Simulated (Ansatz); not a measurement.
**Molecular dynamics of FGeH₃**

Input file:

```yaml
crystal:
  periodic: [false, false, false]
  atoms:
    - { symbol: Ge, position_ang: [0.207403, 0.0, -0.369377] }
    - { symbol: F, position_ang: [0.982072, 0.0, 1.516488] }
    - { symbol: H, position_ang: [1.63407, 0.0, 0.444038] }
    - { symbol: H, position_ang: [-0.753772, 1.217871, -0.330025] }
    - { symbol: H, position_ang: [-0.753772, -1.217871, -0.330025] }
basis:
  gaussian: { orbitals: def2-SVP }
hamiltonian:
  xc: r2scan
md:
  timestep: 0.5
  n_steps: 200
  ensemble: nve
  temperature: 300.0
  initial_velocities: maxwell_boltzmann
  seed: 10821
```

Command:

```bash
$ ansatz run input.yaml --threads 1 --pin off --max-ram 2048MiB --backend cpu --events-out ev --progress --plain --runs-dir out
```

It starts at the highest image of a converged band, a first-order saddle point between two minima.

Output, in part (one step line in 3, the closing report, with atoms numbered from 0):

```
md step     0: t =     0.00 fs  T =   300.0 K  F+E_penalty+E_count = -59271.24745613 eV  E_kin = 0.116334 eV  conserved = -59271.13112213 eV  (27 SCF iters)
md step     3: t =     1.50 fs  T =   278.0 K  F+E_penalty+E_count = -59271.23879875 eV  E_kin = 0.107794 eV  conserved = -59271.13100463 eV  (28 SCF iters)
md step     6: t =     3.00 fs  T =   245.1 K  F+E_penalty+E_count = -59271.22588390 eV  E_kin = 0.095050 eV  conserved = -59271.13083440 eV  (28 SCF iters)
md step     9: t =     4.50 fs  T =   260.0 K  F+E_penalty+E_count = -59271.23155396 eV  E_kin = 0.100819 eV  conserved = -59271.13073477 eV  (28 SCF iters)
md step    12: t =     6.00 fs  T =   359.3 K  F+E_penalty+E_count = -59271.27007650 eV  E_kin = 0.139339 eV  conserved = -59271.13073799 eV  (28 SCF iters)
md step    15: t =     7.50 fs  T =   546.3 K  F+E_penalty+E_count = -59271.34262882 eV  E_kin = 0.211852 eV  conserved = -59271.13077714 eV  (28 SCF iters)
md step    18: t =     9.00 fs  T =   816.8 K  F+E_penalty+E_count = -59271.44744065 eV  E_kin = 0.316746 eV  conserved = -59271.13069422 eV  (28 SCF iters)
md step    21: t =    10.50 fs  T =  1214.2 K  F+E_penalty+E_count = -59271.60124052 eV  E_kin = 0.470835 eV  conserved = -59271.13040568 eV  (25 SCF iters)
md step    24: t =    12.00 fs  T =  1844.6 K  F+E_penalty+E_count = -59271.84561836 eV  E_kin = 0.715311 eV  conserved = -59271.13030702 eV  (25 SCF iters)
md step    27: t =    13.50 fs  T =  2746.4 K  F+E_penalty+E_count = -59272.19598801 eV  E_kin = 1.064993 eV  conserved = -59271.13099521 eV  (24 SCF iters)
md step    30: t =    15.00 fs  T =  3726.3 K  F+E_penalty+E_count = -59272.57713069 eV  E_kin = 1.444975 eV  conserved = -59271.13215547 eV  (24 SCF iters)
md step    33: t =    16.50 fs  T =  4467.5 K  F+E_penalty+E_count = -59272.86520104 eV  E_kin = 1.732411 eV  conserved = -59271.13278990 eV  (24 SCF iters)
md step    36: t =    18.00 fs  T =  4813.4 K  F+E_penalty+E_count = -59272.99917900 eV  E_kin = 1.866526 eV  conserved = -59271.13265293 eV  (25 SCF iters)
md step    39: t =    19.50 fs  T =  4839.5 K  F+E_penalty+E_count = -59273.00888051 eV  E_kin = 1.876679 eV  conserved = -59271.13220142 eV  (25 SCF iters)
md step    42: t =    21.00 fs  T =  4711.6 K  F+E_penalty+E_count = -59272.95892775 eV  E_kin = 1.827059 eV  conserved = -59271.13186856 eV  (25 SCF iters)
md step    45: t =    22.50 fs  T =  4546.5 K  F+E_penalty+E_count = -59272.89481734 eV  E_kin = 1.763031 eV  conserved = -59271.13178588 eV  (25 SCF iters)
md step    48: t =    24.00 fs  T =  4372.0 K  F+E_penalty+E_count = -59272.82723635 eV  E_kin = 1.695372 eV  conserved = -59271.13186414 eV  (25 SCF iters)
md step    51: t =    25.50 fs  T =  4161.9 K  F+E_penalty+E_count = -59272.74582383 eV  E_kin = 1.613905 eV  conserved = -59271.13191839 eV  (25 SCF iters)
md step    54: t =    27.00 fs  T =  3898.5 K  F+E_penalty+E_count = -59272.64366542 eV  E_kin = 1.511755 eV  conserved = -59271.13190993 eV  (25 SCF iters)
md step    57: t =    28.50 fs  T =  3583.0 K  F+E_penalty+E_count = -59272.52142881 eV  E_kin = 1.389401 eV  conserved = -59271.13202825 eV  (25 SCF iters)
md step    60: t =    30.00 fs  T =  3190.1 K  F+E_penalty+E_count = -59272.36916439 eV  E_kin = 1.237045 eV  conserved = -59271.13211984 eV  (24 SCF iters)
md step    63: t =    31.50 fs  T =  2726.6 K  F+E_penalty+E_count = -59272.18902387 eV  E_kin = 1.057308 eV  conserved = -59271.13171563 eV  (25 SCF iters)
md step    66: t =    33.00 fs  T =  2359.5 K  F+E_penalty+E_count = -59272.04611382 eV  E_kin = 0.914967 eV  conserved = -59271.13114717 eV  (24 SCF iters)
md step    69: t =    34.50 fs  T =  2283.3 K  F+E_penalty+E_count = -59272.01683346 eV  E_kin = 0.885432 eV  conserved = -59271.13140167 eV  (25 SCF iters)
md step    72: t =    36.00 fs  T =  2432.0 K  F+E_penalty+E_count = -59272.07506516 eV  E_kin = 0.943068 eV  conserved = -59271.13199757 eV  (24 SCF iters)
md step    75: t =    37.50 fs  T =  2618.7 K  F+E_penalty+E_count = -59272.14746075 eV  E_kin = 1.015464 eV  conserved = -59271.13199646 eV  (25 SCF iters)
md step    78: t =    39.00 fs  T =  2822.5 K  F+E_penalty+E_count = -59272.22626824 eV  E_kin = 1.094495 eV  conserved = -59271.13177310 eV  (25 SCF iters)
md step    81: t =    40.50 fs  T =  3106.3 K  F+E_penalty+E_count = -59272.33634329 eV  E_kin = 1.204544 eV  conserved = -59271.13179948 eV  (25 SCF iters)
md step    84: t =    42.00 fs  T =  3464.2 K  F+E_penalty+E_count = -59272.47529686 eV  E_kin = 1.343341 eV  conserved = -59271.13195560 eV  (24 SCF iters)
md step    87: t =    43.50 fs  T =  3848.0 K  F+E_penalty+E_count = -59272.62410874 eV  E_kin = 1.492171 eV  conserved = -59271.13193779 eV  (24 SCF iters)
md step    90: t =    45.00 fs  T =  4257.4 K  F+E_penalty+E_count = -59272.78274391 eV  E_kin = 1.650920 eV  conserved = -59271.13182388 eV  (24 SCF iters)
md step    93: t =    46.50 fs  T =  4700.3 K  F+E_penalty+E_count = -59272.95480241 eV  E_kin = 1.822677 eV  conserved = -59271.13212587 eV  (24 SCF iters)
md step    96: t =    48.00 fs  T =  5044.5 K  F+E_penalty+E_count = -59273.08878767 eV  E_kin = 1.956155 eV  conserved = -59271.13263270 eV  (24 SCF iters)
md step    99: t =    49.50 fs  T =  5093.3 K  F+E_penalty+E_count = -59273.10758201 eV  E_kin = 1.975093 eV  conserved = -59271.13248895 eV  (25 SCF iters)
md step   102: t =    51.00 fs  T =  4846.6 K  F+E_penalty+E_count = -59273.01127869 eV  E_kin = 1.879403 eV  conserved = -59271.13187592 eV  (25 SCF iters)
md step   105: t =    52.50 fs  T =  4468.1 K  F+E_penalty+E_count = -59272.86428785 eV  E_kin = 1.732629 eV  conserved = -59271.13165906 eV  (25 SCF iters)
md step   108: t =    54.00 fs  T =  4046.4 K  F+E_penalty+E_count = -59272.70073759 eV  E_kin = 1.569122 eV  conserved = -59271.13161548 eV  (24 SCF iters)
md step   111: t =    55.50 fs  T =  3614.2 K  F+E_penalty+E_count = -59272.53295483 eV  E_kin = 1.401524 eV  conserved = -59271.13143102 eV  (25 SCF iters)
md step   114: t =    57.00 fs  T =  3227.8 K  F+E_penalty+E_count = -59272.38301863 eV  E_kin = 1.251667 eV  conserved = -59271.13135116 eV  (25 SCF iters)
md step   117: t =    58.50 fs  T =  2902.2 K  F+E_penalty+E_count = -59272.25692710 eV  E_kin = 1.125421 eV  conserved = -59271.13150605 eV  (25 SCF iters)
md step   120: t =    60.00 fs  T =  2570.7 K  F+E_penalty+E_count = -59272.12859340 eV  E_kin = 0.996866 eV  conserved = -59271.13172730 eV  (25 SCF iters)
md step   123: t =    61.50 fs  T =  2142.2 K  F+E_penalty+E_count = -59271.96248118 eV  E_kin = 0.830705 eV  conserved = -59271.13177600 eV  (24 SCF iters)
md step   126: t =    63.00 fs  T =  1593.3 K  F+E_penalty+E_count = -59271.74929053 eV  E_kin = 0.617834 eV  conserved = -59271.13145642 eV  (25 SCF iters)
md step   129: t =    64.50 fs  T =  1040.5 K  F+E_penalty+E_count = -59271.53425601 eV  E_kin = 0.403474 eV  conserved = -59271.13078215 eV  (26 SCF iters)
md step   132: t =    66.00 fs  T =   705.5 K  F+E_penalty+E_count = -59271.40407487 eV  E_kin = 0.273576 eV  conserved = -59271.13049867 eV  (26 SCF iters)
md step   135: t =    67.50 fs  T =   681.7 K  F+E_penalty+E_count = -59271.39523075 eV  E_kin = 0.264362 eV  conserved = -59271.13086878 eV  (26 SCF iters)
md step   138: t =    69.00 fs  T =   865.1 K  F+E_penalty+E_count = -59271.46649913 eV  E_kin = 0.335461 eV  conserved = -59271.13103820 eV  (26 SCF iters)
md step   141: t =    70.50 fs  T =  1196.7 K  F+E_penalty+E_count = -59271.59487256 eV  E_kin = 0.464064 eV  conserved = -59271.13080863 eV  (26 SCF iters)
md step   144: t =    72.00 fs  T =  1743.6 K  F+E_penalty+E_count = -59271.80673717 eV  E_kin = 0.676115 eV  conserved = -59271.13062232 eV  (25 SCF iters)
md step   147: t =    73.50 fs  T =  2567.9 K  F+E_penalty+E_count = -59272.12651693 eV  E_kin = 0.995791 eV  conserved = -59271.13072580 eV  (25 SCF iters)
md step   150: t =    75.00 fs  T =  3632.6 K  F+E_penalty+E_count = -59272.53979277 eV  E_kin = 1.408666 eV  conserved = -59271.13112682 eV  (25 SCF iters)
md step   153: t =    76.50 fs  T =  4788.3 K  F+E_penalty+E_count = -59272.98862825 eV  E_kin = 1.856826 eV  conserved = -59271.13180226 eV  (24 SCF iters)
md step   156: t =    78.00 fs  T =  5791.6 K  F+E_penalty+E_count = -59273.37845882 eV  E_kin = 2.245848 eV  conserved = -59271.13261122 eV  (24 SCF iters)
md step   159: t =    79.50 fs  T =  6383.0 K  F+E_penalty+E_count = -59273.60817608 eV  E_kin = 2.475210 eV  conserved = -59271.13296593 eV  (24 SCF iters)
md step   162: t =    81.00 fs  T =  6476.9 K  F+E_penalty+E_count = -59273.64428873 eV  E_kin = 2.511628 eV  conserved = -59271.13266071 eV  (23 SCF iters)
md step   165: t =    82.50 fs  T =  6187.7 K  F+E_penalty+E_count = -59273.53215302 eV  E_kin = 2.399454 eV  conserved = -59271.13269908 eV  (23 SCF iters)
md step   168: t =    84.00 fs  T =  5539.1 K  F+E_penalty+E_count = -59273.28103830 eV  E_kin = 2.147967 eV  conserved = -59271.13307154 eV  (24 SCF iters)
md step   171: t =    85.50 fs  T =  4461.4 K  F+E_penalty+E_count = -59272.86284336 eV  E_kin = 1.730042 eV  conserved = -59271.13280161 eV  (24 SCF iters)
md step   174: t =    87.00 fs  T =  3073.2 K  F+E_penalty+E_count = -59272.32364167 eV  E_kin = 1.191709 eV  conserved = -59271.13193273 eV  (26 SCF iters)
md step   177: t =    88.50 fs  T =  1703.2 K  F+E_penalty+E_count = -59271.79131740 eV  E_kin = 0.660460 eV  conserved = -59271.13085724 eV  (27 SCF iters)
md step   180: t =    90.00 fs  T =   760.7 K  F+E_penalty+E_count = -59271.42483517 eV  E_kin = 0.294968 eV  conserved = -59271.12986712 eV  (26 SCF iters)
md step   183: t =    91.50 fs  T =   605.9 K  F+E_penalty+E_count = -59271.36447534 eV  E_kin = 0.234953 eV  conserved = -59271.12952205 eV  (27 SCF iters)
md step   186: t =    93.00 fs  T =  1351.4 K  F+E_penalty+E_count = -59271.65446089 eV  E_kin = 0.524048 eV  conserved = -59271.13041338 eV  (25 SCF iters)
md step   189: t =    94.50 fs  T =  2688.6 K  F+E_penalty+E_count = -59272.17467670 eV  E_kin = 1.042599 eV  conserved = -59271.13207745 eV  (24 SCF iters)
md step   192: t =    96.00 fs  T =  4068.2 K  F+E_penalty+E_count = -59272.71055517 eV  E_kin = 1.577572 eV  conserved = -59271.13298351 eV  (24 SCF iters)
md step   195: t =    97.50 fs  T =  5147.3 K  F+E_penalty+E_count = -59273.12933094 eV  E_kin = 1.996036 eV  conserved = -59271.13329516 eV  (25 SCF iters)
md step   198: t =    99.00 fs  T =  5768.3 K  F+E_penalty+E_count = -59273.37051034 eV  E_kin = 2.236840 eV  conserved = -59271.13367076 eV  (24 SCF iters)
md step   200: t =   100.00 fs  T =  5855.5 K  F+E_penalty+E_count = -59273.40411377 eV  E_kin = 2.270639 eV  conserved = -59271.13347456 eV  (24 SCF iters)
Total energy: -59273.40412166 eV, -2178.2574245147 hartree
Atom 0 at     0.254078     0.004573    -0.288210 Å, force    -3.605962    -0.695011    -1.293064 eV/Å
Atom 1 at     0.830810    -0.014388     1.325768 Å, force     0.743649     0.096246     0.381300 eV/Å
Atom 2 at     1.091080     0.010068    -1.544860 Å, force     1.059535    -0.051091     0.137666 eV/Å
Atom 3 at    -0.728473     1.247916    -0.493347 Å, force     0.678896    -0.506616     0.462765 eV/Å
Atom 4 at    -0.748286    -1.316304    -0.431576 Å, force     1.123882     1.156472     0.311333 eV/Å
Dipole moment:     0.040225     0.034123    -0.315821 e Å
```

The run went to its last step. The conserved energy stayed within 0.51 meV per atom of its start (net change -0.47 meV per atom), so the integration is sound. The kinetic energy rose, since the run started high on the potential surface and went downhill. A run of 0.1 ps of so small a system gives no equilibrium averages. The orbitals stay closed-shell, which can raise the energy where a bond breaks towards radicals; this wasn't checked here.

Between its relaxed ends the band would form F2–H3 and break Ge1–F2, Ge1–H3. These pairs go: F2–H3 1.26 → 2.88 Å, Ge1–F2 2.04 → 1.71 Å, Ge1–H3 1.64 → 1.51 Å. In the last frame they stand as before the step (other bonds may differ from the relaxed reactants and products). It ends as one piece, FGeH3. Pairs count as bonded within 1.25 times the sum of covalent radii (0.12 Å more for H–H).

Last frame:

```xyz
5
Properties=species:S:1:pos:R:3
Ge 0.254 0.005 -0.288
F 0.831 -0.014 1.326
H 1.091 0.010 -1.545
H -0.729 1.248 -0.493
H -0.748 -1.316 -0.432
```

The run took 7.1 min on 1 thread of Intel(R) Xeon(R) Platinum 8175M CPU @ 2.50GHz (Skylake/Cascade Lake) (shared host), peak memory 0.13 GiB.
